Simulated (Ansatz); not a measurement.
Molecule: CrO₃, net charge 0, triplet state. The spin state was set by rule; other spins were not relaxed. SMILES of the parent species: [O]=[Cr](=[O])=[O]
Coordinates optimised at B3LYP-D3(BJ)/def2-TZVP (Ansatz, a first-principles code):
```xyz
4

Cr     0.0869    -0.0949    -0.0809
O     -1.1419    -1.0782    -0.0250
O     -0.1798     1.4298    -0.8886
O      1.0611    -0.0671     1.1561
```
Charge 0, spin multiplicity 3.

Property: atomisation energy (electronic, to ground-state atoms), in kcal/mol. Correlated levels leave the core frozen unless marked. UHF or UKS for open shells. Spin-orbit coupling is left out. Frozen are the shells of the preceding noble gas and the d and f shells that filled before the atom's block. No relativistic terms.  The program attaches cautions to a run behind SCS-MP2/6-31G*: large difference. The program attaches cautions to a run behind CCSD(T)/6-31G: large difference.

```json
[
 {"level": "HF/def2-QZVPPD", "program": "Ansatz", "atomisation energy (kcal/mol)": "43.2"},
 {"level": "PBE0/STO-3G", "program": "Ansatz", "atomisation energy (kcal/mol)": "541.4"},
 {"level": "BHLYP/def2-TZVPD", "program": "Ansatz", "atomisation energy (kcal/mol)": "205.6"},
 {"level": "B2GP-PLYP/def2-TZVPD", "program": "Ansatz", "atomisation energy (kcal/mol)": "251.2"},
 {"level": "SCS-MP2/6-31G*", "program": "Ansatz", "atomisation energy (kcal/mol)": "217.3"},
 {"level": "CCSD(T)/6-31G", "program": "Ansatz", "atomisation energy (kcal/mol)": "249.8"}
]
```

The UHF reference is spin-contaminated (<S^2> 1.70 over the pure value in the largest basis). The T1 diagnostic of CCSD in the largest basis is 0.141, which is high, so the coupled-cluster rows are less sure than usual.
